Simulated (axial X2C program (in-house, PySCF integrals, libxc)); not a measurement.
## Density and ELF of IF⁺

Computed with an in-house relativistic program for diatomic molecules. Two-component (2c) means X2C with spin–orbit coupling and atomic mean-field two-electron Coulomb and Gaunt terms. Basis: I dyall-cv3z [11s12p8d4f1g], F dyall-av3z [7s6p3d2f] (cores contracted in-house); Gaussian nuclei, density fitting, unrestricted open shells. Masses: I 126.904 u, F 18.998 u.

PBE0, with spin–orbit coupling, state Ω = 3/2 (⟨Sz⟩ = 0.51, ⟨Lz⟩ = 0.99 at PBE0); I at z = 0, F at z = 1.846 Å.

The maps cover the half plane through the axis: z from -2.4 to 4.2 Å along the bond, ρ from 0.15 to 2.25 Å away from it.

log10 of the density in e/bohr³:

```
 ρ\z  -2.4  -1.8  -1.2  -0.6   0.0   0.6   1.2   1.8   2.4   3.0   3.6   4.2
0.15  -3.8  -2.6  -1.5  -0.2   1.8  -0.2  -0.6   0.6  -0.5  -2.1  -3.5  -4.8
0.45  -3.9  -2.7  -1.6  -0.6   0.4  -0.6  -0.8  -0.2  -0.9  -2.2  -3.6  -4.9
0.75  -3.9  -2.8  -1.7  -1.0  -0.6  -1.0  -1.3  -0.9  -1.4  -2.5  -3.8  -5.0
1.05  -4.1  -3.0  -2.0  -1.3  -1.1  -1.4  -1.7  -1.6  -2.0  -3.0  -4.1  -5.2
1.35  -4.3  -3.2  -2.3  -1.7  -1.5  -1.8  -2.2  -2.3  -2.6  -3.4  -4.4  -5.4
1.65  -4.5  -3.5  -2.7  -2.2  -2.0  -2.2  -2.7  -2.9  -3.2  -3.9  -4.7  -5.8
1.95  -4.8  -3.9  -3.1  -2.6  -2.5  -2.7  -3.2  -3.5  -3.8  -4.4  -5.1  -6.2
2.25  -5.1  -4.3  -3.6  -3.1  -3.0  -3.2  -3.7  -4.1  -4.4  -4.9  -5.6  -6.6
```

Electron localisation function (collinear form, no current term, damped to 0 at low density):

```
 ρ\z  -2.4  -1.8  -1.2  -0.6   0.0   0.6   1.2   1.8   2.4   3.0   3.6   4.2
0.15  0.00  0.07  0.46  0.45  0.77  0.41  0.71  0.18  0.81  0.24  0.01  0.00
0.45  0.00  0.07  0.51  0.27  0.75  0.22  0.60  0.87  0.79  0.21  0.01  0.00
0.75  0.00  0.08  0.57  0.51  0.28  0.34  0.34  0.79  0.66  0.14  0.00  0.00
1.05  0.00  0.08  0.58  0.82  0.73  0.59  0.13  0.49  0.38  0.06  0.00  0.00
1.35  0.00  0.06  0.52  0.85  0.87  0.60  0.05  0.15  0.14  0.02  0.00  0.00
1.65  0.00  0.02  0.38  0.77  0.82  0.48  0.02  0.03  0.03  0.00  0.00  0.00
1.95  0.00  0.01  0.17  0.55  0.63  0.28  0.01  0.00  0.00  0.00  0.00  0.00
2.25  0.00  0.00  0.03  0.21  0.29  0.09  0.00  0.00  0.00  0.00  0.00  0.00
```

Axial spin density in 10⁻³ e/bohr³:

```
 ρ\z  -2.4  -1.8  -1.2  -0.6   0.0  0.6   1.2   1.8   2.4   3.0  3.6  4.2
0.15   0.0  -0.1  -0.8  -0.8  45.1  0.4  -1.1  62.9  -0.7  -0.1  0.0  0.0
0.45   0.0   0.0   0.6   4.7   2.1  4.9  -0.9  17.8   1.1   0.0  0.0  0.0
0.75   0.0   0.1   1.6  11.9  17.9  9.6  -0.5   2.1   0.5   0.0  0.0  0.0
1.05   0.0   0.1   1.6   9.6  17.9  7.4   0.1   0.0   0.1   0.0  0.0  0.0
1.35   0.0   0.1   1.0   4.8   8.2  3.7   0.2  -0.1   0.0   0.0  0.0  0.0
1.65   0.0   0.1   0.5   1.9   3.0  1.5   0.2   0.0   0.0   0.0  0.0  0.0
1.95   0.0   0.0   0.2   0.7   1.0  0.5   0.1   0.0   0.0   0.0  0.0  0.0
2.25   0.0   0.0   0.1   0.2   0.3  0.2   0.0   0.0   0.0   0.0  0.0  0.0
```

The state is a single determinant with fixed occupations, the lowest that a limited PBE0 search found. Density functionals use the spin component along the axis (collinear). The functionals have no current-density term, which raises determinants with orbital currents, atoms included.
